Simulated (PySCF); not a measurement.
F$_{2}$Sn, charge +1, doublet (typed; the unrestricted solution is spin-contaminated), at a GFN2-xTB geometry (such geometries of metal compounds can be far from the true shape) (a state made from the parent by changing its charge; the spin is typed, not shown lowest) (core potentials on Sn); DF-HF/LANL2DZ (PySCF).

Input for PySCF:
```python
from pyscf import gto, scf

mol = gto.M(
    atom='''
Sn    0.00000000    0.00000000    0.00000000
F    -0.00000000   -0.00000000   -2.20886483
F     0.00000000    0.00000000    2.20886483
''',
    basis='lanl2dz',
    ecp={'Sn': 'lanl2dz'},
    charge=1,
    spin=1,
    verbose=4,
)

mf = scf.UHF(mol)
mf = mf.density_fit(auxbasis='def2-universal-jkfit')
mf.kernel()
mf.analyze()
```

Problem. Write the output that PySCF gives for this input, abridged.

Solution. 
```
PySCF version 2.14.0

[INPUT] verbose = 4
[INPUT] num. atoms = 3
[INPUT] num. electrons = 21
[INPUT] charge = 1
[INPUT] spin (= nelec alpha-beta = 2S) = 1
[INPUT] symmetry False subgroup None
[INPUT] Mole.unit = angstrom
[INPUT] Symbol           X                Y                Z      unit          X                Y                Z       unit  Magmom
[INPUT]  1 Sn     0.000000000000   0.000000000000   0.000000000000 AA    0.000000000000   0.000000000000   0.000000000000 Bohr   0.0
[INPUT]  2 F      0.000000000000   0.000000000000  -2.208864830000 AA    0.000000000000   0.000000000000  -4.174149574884 Bohr   0.0
[INPUT]  3 F      0.000000000000   0.000000000000   2.208864830000 AA    0.000000000000   0.000000000000   4.174149574884 Bohr   0.0

nuclear repulsion = 26.9515976803796
number of shells = 14
number of NR pGTOs = 62
number of NR cGTOs = 26
basis = lanl2dz
ecp = {'Sn': 'lanl2dz'}

******** <class 'pyscf.df.df_jk.DFUHF'> ********
method = DFUHF
initial guess = minao
damping factor = 0
level_shift factor = 0
DIIS = <class 'pyscf.scf.diis.CDIIS'>
diis_start_cycle = 1
diis_space = 8
diis_damp = 0
SCF conv_tol = 1e-09
SCF conv_tol_grad = None
SCF max_cycles = 50
direct_scf = False
number electrons alpha = 11  beta = 10
Set gradient conv threshold to 3.16228e-05
******** <class 'pyscf.df.df.DF'> ********
auxbasis = def2-universal-jkfit
init E= -194.322393360369

cycle= 1 E= -201.500087485199  delta_E= -7.18  |g|= 0.642  |ddm|= 1.82
cycle= 2 E= -201.574426410133  delta_E= -0.0743  |g|= 0.708  |ddm|= 0.978
cycle= 3 E= -201.757453757375  delta_E= -0.183  |g|=  0.1  |ddm|=  0.4
cycle= 4 E= -201.779254642518  delta_E= -0.0218  |g|= 0.0796  |ddm|= 0.166
cycle= 5 E= -201.804398929182  delta_E= -0.0251  |g|= 0.0257  |ddm|= 0.313
cycle= 6 E= -201.806533290354  delta_E= -0.00213  |g|= 0.00722  |ddm|=  0.1
cycle= 7 E= -201.806601962988  delta_E= -6.87e-05  |g|= 0.00175  |ddm|= 0.0223
cycle= 8 E= -201.806607375228  delta_E= -5.41e-06  |g|= 0.000858  |ddm|= 0.00793
cycle= 9 E= -201.806608821011  delta_E= -1.45e-06  |g|= 0.000299  |ddm|= 0.00393
cycle= 10 E= -201.806609026438  delta_E= -2.05e-07  |g|= 7.78e-05  |ddm|= 0.00138
cycle= 11 E= -201.806609040961  delta_E= -1.45e-08  |g|= 1.62e-05  |ddm|= 0.000343
cycle= 12 E= -201.806609041619  delta_E= -6.58e-10  |g|= 9.46e-07  |ddm|= 6.03e-05
Extra cycle  E= -201.80660904162  delta_E= -5.12e-13  |g|= 4.2e-07  |ddm|= 9.4e-07
converged SCF energy = -201.80660904162  <S^2> = 0.96743712  2S+1 = 2.2067507
**** SCF Summaries ****
Total Energy =                        -201.806609041619595
Nuclear Repulsion Energy =              26.951597680379571
One-electron Energy =                 -333.320922034562159
Two-electron Energy =                  104.562715312562986
Two-electron Coulomb Energy =          125.232910969377670
DFT Exchange-Correlation Energy =      -20.670195656814684
**** MO energy ****
                             alpha | beta                alpha | beta
MO #1   energy= -26.5535233977731  | -26.5182674322865  occ= 1 | 1
MO #2   energy= -26.5535232395291  | -26.5182627798163  occ= 1 | 1
MO #3   energy= -1.81375560808864  | -1.69277452856413  occ= 1 | 1
MO #4   energy= -1.81273394848367  | -1.69131086032335  occ= 1 | 1
MO #5   energy= -0.985730532647541 | -0.84314193700676  occ= 1 | 1
MO #6   energy= -0.97016996727319  | -0.843141937006754 occ= 1 | 1
MO #7   energy= -0.88282824626894  | -0.838391855042293 occ= 1 | 1
MO #8   energy= -0.882828246268924 | -0.838391855042284 occ= 1 | 1
MO #9   energy= -0.879434139079026 | -0.8320798285138   occ= 1 | 1
MO #10  energy= -0.879434139079009 | -0.641195326639775 occ= 1 | 1
MO #11  energy= -0.724573235643746 | -0.262228757513037 occ= 1 | 0
MO #12  energy= -0.269390372708355 | -0.259266566164369 occ= 0 | 0
MO #13  energy= -0.269390372708344 | -0.259266566164368 occ= 0 | 0
MO #14  energy= -0.124462564225801 | -0.0593376932193053 occ= 0 | 0
MO #15  energy= 0.0948958718813453 | 0.0972802081757177 occ= 0 | 0
MO #16  energy= 0.0948958718813648 | 0.0972802081757371 occ= 0 | 0
MO #17  energy= 0.154439254382833  | 0.174815396418657  occ= 0 | 0
MO #18  energy= 0.829563153393409  | 0.842791923458796  occ= 0 | 0
MO #19  energy= 0.829563153393415  | 0.842791923458812  occ= 0 | 0

spin_pop of  0 Sn 5s        0.12299
spin_pop of  0 Sn 6s        0.09324
spin_pop of  0 Sn 5px      -0.00547
spin_pop of  0 Sn 5py      -0.00547
spin_pop of  0 Sn 5pz      -0.37081
spin_pop of  0 Sn 6px      -0.00032
spin_pop of  0 Sn 6py      -0.00032
spin_pop of  0 Sn 6pz      -0.00145
spin_pop of  1 F 1s       -0.00000
spin_pop of  1 F 2s       -0.00346
spin_pop of  1 F 3s       -0.00069
spin_pop of  1 F 2px       0.00331
spin_pop of  1 F 2py       0.00331
spin_pop of  1 F 2pz       0.58552
spin_pop of  1 F 3px      -0.00042
spin_pop of  1 F 3py      -0.00042
spin_pop of  1 F 3pz      -0.00335
spin_pop of  2 F 1s       -0.00000
spin_pop of  2 F 2s       -0.00346
spin_pop of  2 F 3s       -0.00069
spin_pop of  2 F 2px       0.00331
spin_pop of  2 F 2py       0.00331
spin_pop of  2 F 2pz       0.58552
spin_pop of  2 F 3px      -0.00042
spin_pop of  2 F 3py      -0.00042
spin_pop of  2 F 3pz      -0.00335
In total            11.00000 | 10.00000

WARN: System has nonzero charge 1; the dipole moment is origin-dependent.
Location of origin: [0. 0. 0.]

Dipole moment(X, Y, Z, Debye):  0.00000, -0.00000,  0.00000
```
